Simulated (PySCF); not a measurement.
# Ionising SbH

r²SCAN; basis Sb def2-SVPD with ECP28, H def2-SVPD; scalar-relativistic core potentials; PySCF 2.14. Neutral (UKS): triplet (π ↑↑), Re = 1.724 Å, ωe = 1917 cm⁻¹, De = 2.60 eV, HOMO -5.75 eV, LUMO -3.23 eV.

SbH⁺ (UKS): doublet (π ↑), Re = 1.722 Å, ωe = 1970 cm⁻¹, De = 2.74 eV to Sb⁺ + H. The energies at the minima are -240.90048 hartree for SbH and -240.56800 for SbH⁺.

Problem. Work out the adiabatic ionisation energy, without and with harmonic zero-point energies (1 hartree = 27.2114 eV, 1 eV = 8065.5 cm⁻¹), and the change of the bond length.

Solution. At r²SCAN: 0.33248 hartree = 9.047 eV between the minima; the zero-point term (1970.0 − 1917.0)/2 cm⁻¹ = +0.003 eV makes it 9.051 eV. Re changes by -0.2 pm against the neutral. The electron leaves a π orbital, which is non-bonding in a hydride.

Spin–orbit coupling is left out, which matters for elements this heavy, above all for dissociation energies. For an ion De counts to the pair picked by the measured ionisation energies or electron affinities, which need not be the lowest pair at this level. States were picked by a PBE0 search and need not be the measured ground states.
